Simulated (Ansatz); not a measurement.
Computed with Ansatz.

A structure relaxed at PBE0-D4/def2-TZVP, charge 0, multiplicity 1:

```xyz
9

F    -0.300   -0.365    2.174
C    -0.404   -0.443    0.812
Si   -0.750    1.046   -0.324
Ge    1.090   -0.366   -0.510
Cl    1.229   -2.128   -1.736
H    -1.020   -1.301    0.519
H    -0.323    2.345    0.249
H    -2.014    1.133   -1.095
H     2.492    0.078   -0.090
```

(1) Give its formula and SMILES.

(2) Summarise the bond lengths by kind.

Results:

(1) CH4ClFGeSi, `F[C@H]1[SiH2][Ge@@H]1[Cl]`.

(2) 1 × C–F 1.369 Å; 1 × C–Si 1.905 Å; 1 × C–Ge 1.997 Å; 1 × C–H 1.096 Å; 1 × Ge–Si 2.327 Å; 2 × H–Si 1.483 Å; 1 × Cl–Ge 2.151 Å; 1 × Ge–H 1.530 Å.
